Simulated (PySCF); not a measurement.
# Cd³⁺ (cadmium, charge +3) across methods

[Kr] 4d9, 2D determinant. All numbers are calculated (PySCF 2.14, scalar relativity through the core potential, in aug-cc-pVDZ-PP with ECP28MDF (5s5p4d2f, 54 functions)).

| method | E (hartree) | mean ε 4p β (eV) | mean ε 4d α (eV) | mean ε 4d β (eV) | Σ⟨r²⟩ (bohr²) | ⟨S²⟩ |
| --- | --- | --- | --- | --- | --- | --- |
| revPBE | -165.4496 | -102.62 | -46.015 | -45.139 | 23.32 | 0.750 |
| PBE0 | -165.3977 | -107.12 | -48.521 | -47.550 | 23.24 | 0.750 |
| r2SCAN | -165.4475 | -104.63 | -46.556 | -45.535 | 23.18 | 0.751 |
| HSE06 | -165.3932 | -106.69 | -48.090 | -47.121 | 23.25 | 0.750 |
| M06-2X | -165.3351 | -110.67 | -51.017 | -50.018 | 23.25 | 0.751 |
| MN15 | -165.0388 | -105.23 | -48.990 | -48.181 | 23.48 | 0.751 |
| LDA | -165.0481 | -102.67 | -46.250 | -45.344 | 23.48 | 0.750 |
| UHF | -164.67509 | -119.24 | -54.726 | -53.422 | 23.07 | 0.752 |

(1) Estimate the same row for PBE.

Energies and moments cover only the electrons outside the core potential.

Answers

(1) E (hartree) = -165.3846; mean ε 4p β (eV) = -102.66; mean ε 4d α (eV) = -46.081; mean ε 4d β (eV) = -45.202; Σ⟨r²⟩ (bohr²) = 23.35; ⟨S²⟩ = 0.750.
